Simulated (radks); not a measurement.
Values are calculated unless marked as measured or tabulated.
Problem. Spherical quantum dot in the effective-mass picture: electrons in a well V = -V0 / (1 + exp((r - R)/a)) with V0 = 9.42, R = 3.7, a = 0.16, with a point charge +2 (a donor) at the centre, all in effective atomic units (hartree* = m*/eps^2 hartree, bohr* = eps/m* bohr), one dielectric constant everywhere. Level of theory: non-relativistic Kohn-Sham, exchange-only LDA, spin-polarised, spherical densities (a radial shooting solver with Libxc functionals). Levels are named by radial order and angular momentum (1s, 1p, 1d, 2s, ...), and open shells are averaged over m. At N = 4 the configuration is 1s2 1p(up 2, down 0). Does electron 5 go into 2s up or 1p down or 1p up?

Solution. Into 1p up. The total energies of the other choices lie higher by 0.108 hartree* (2s up), 0.119 hartree* (1p down).
